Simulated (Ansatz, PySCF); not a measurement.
Gas-phase reaction (SMILES): N[SiH2]N + N (NH3) → N[SiH](N)N + [H][H] (H2); ammonia cleaves one Si-H bond, a model of a ligand-exchange step.

Geometries: B3LYP-D3(BJ)/def2-TZVP minima from Ansatz (an electronic-structure program), one conformer each, not searched for the lowest. Valence correlation only, unless marked. No spin-orbit coupling. No relativistic terms. CBS(X,Y): correlation extrapolated as X^-3; Hartree-Fock from the larger set. Thermal terms are rigid-rotor harmonic-oscillator values from B3LYP-D3(BJ) frequencies (Ansatz or PySCF) at 298.15 K and 1 atm. 1 Eh = 627.5095 kcal/mol.

```json
[
 {"species": "N[SiH2]N", "E, CCSD(T)/CBS(cc-pV(T+d)Z,cc-pV(Q+d)Z) (Ansatz) (Eh)": "-402.14213", "E, PBE0-D4/def2-TZVPD (Ansatz + dftd4) (Eh)": "-402.47185", "H - E (Eh)": "0.07538", "G - E (Eh)": "0.04163"},
 {"species": "N (NH3)", "E, CCSD(T)/CBS(cc-pV(T+d)Z,cc-pV(Q+d)Z) (Ansatz) (Eh)": "-56.50369", "E, PBE0-D4/def2-TZVPD (Ansatz + dftd4) (Eh)": "-56.51535", "H - E (Eh)": "0.03799", "G - E (Eh)": "0.01614"},
 {"species": "N[SiH](N)N", "E, CCSD(T)/CBS(cc-pV(T+d)Z,cc-pV(Q+d)Z) (Ansatz) (Eh)": "-457.49268", "E, PBE0-D4/def2-TZVPD (Ansatz + dftd4) (Eh)": "-457.83754", "H - E (Eh)": "0.09539", "G - E (Eh)": "0.05865"},
 {"species": "[H][H] (H2)", "E, CCSD(T)/CBS(cc-pV(T+d)Z,cc-pV(Q+d)Z) (Ansatz) (Eh)": "-1.17450", "E, PBE0-D4/def2-TZVPD (Ansatz + dftd4) (Eh)": "-1.16831", "H - E (Eh)": "0.01336", "G - E (Eh)": "-0.00144"}
]
```

**Question.** Work out ΔE and ΔH, ΔG, ΔS and the equilibrium constant at 298.15 K at the first level, then ΔH at the second.

**Answer.** 
1. ΔE = [(-457.49268) + (-1.17450)] - [(-402.14213) + (-56.50369)] = -0.02136 Eh = -13.4 kcal/mol at CCSD(T)/CBS(cc-pV(T+d)Z,cc-pV(Q+d)Z).
2. The terms H - E add up to -0.00462 Eh, so ΔH = (-0.02136 + (-0.00462))×627.5095 = -16.3 kcal/mol.
3. The terms G - E add up to -0.00056 Eh, so ΔG = -13.8 kcal/mol, and ΔS = (-0.00462 - (-0.00056))×627509.5/298.15 = -8.5 cal/(mol K).
4. log10 K = -ΔG/(RT ln 10) = 10.1, with RT ln 10 = 1.3642 kcal/mol.
5. At PBE0-D4/def2-TZVPD the same steps give ΔE = -11.7 and ΔH = -14.6 kcal/mol, a shift of +1.7 from the first level.
6. These values are not checked against measurement here, since the tables used lack a sound gas-phase enthalpy of formation for at least one species.
